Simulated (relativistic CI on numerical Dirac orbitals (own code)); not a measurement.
**Hyperfine structure of Tm XXXI, mass number 171**

Method of calculation: Dirac-Coulomb-Breit CI, separate exchange-only KLI orbitals for each configuration, model QED (radiative potential, 1s self-energy scaled to tabulated hydrogen-like ionisation energies), unscaled Slater integrals (own radial code, finite nucleus).

Configuration list (outside the closed core [Ar] 3d10): 4s2 4p6 4d3, 4s2 4p5 4d4, 4s2 4p6 4d2 4f, 4s 4p6 4d4, 4s 4p6 4d3 4f, 4s2 4p6 4d2 5s, 4s2 4p6 4d 4f 5s, 4s2 4p6 4d2 5p, 4s2 4p6 4d2 5d, 4s2 4p5 4d3 5s, 4s2 4p6 4d 4f2, 4s2 4p6 4f3, 4s 4p6 4d 4f3, 4s2 4p6 4f2 5s, 4s2 4p6 4f2 5p, 4s2 4p6 4d 5s2, 4s2 4p6 4f 5s2, 4s 4p6 4d 4f 5s2, 4s2 4p6 5s2 5p. Double excitations out of closed p, d and f shells are left out; levels of such configurations are missing from the list, as are those of other unlisted configurations, and high levels can miss mixing partners. These lack a partner that the ground configuration has and come out too high: 4s2 4p6 4d2 5d, 4s2 4p5 4d3 5s.

Nuclear spin I = 1/2, μ = -0.23 μN (tables of Stone and Pyykkö). The electronic factors are computed for point nuclear moments, without core polarisation or the Bohr-Weisskopf and QED corrections.

| Level | E (eV) | A (MHz) |
| --- | --- | --- |
| 4s2 4p6 4d3 4F_3/2 | 0.0000 | -8988 |
| 4s2 4p6 4d3 4F_5/2 | 9.4320 | -5152 |
| 4s2 4p6 4d3 4P_1/2 | 13.4972 | 3607 |
| 4s2 4p6 4d3 4P_5/2 | 20.0918 | -2798 |
| 4s2 4p6 4d3 4F_7/2 | 22.4594 | -4481 |
| 4s2 4p6 4d3 4F_9/2 | 23.9019 | -4419 |
| 4s2 4p6 4d3 2P_1/2 | 26.2290 | 1289 |
| 4s2 4p6 4d3 2D_5/2 | 27.7198 | -2497 |

Levels with J = 0, under 50 % of one LS term, or S terms without an open s electron are left out. Small factors come from cancelling terms and can be off by tens of per cent or more.

At this charge energies of transitions that change n are usually good to better than 1 %, and those within a shell (Δn = 0) to a few per cent. Terms inside the open d or f shell come out 10 to 20 % too wide with unscaled integrals.

(1) Give the hyperfine levels of 4s2 4p6 4d3 4F_3/2 relative to its centre of gravity.

Answers

(1) With K = F(F + 1) − I(I + 1) − J(J + 1), E = AK/2: F = 1: 11240, F = 2: -6741 MHz.

LS names give the leading component of a level, which can be under half, so a name can repeat, a term be missing and a line seem to break the LS rules.
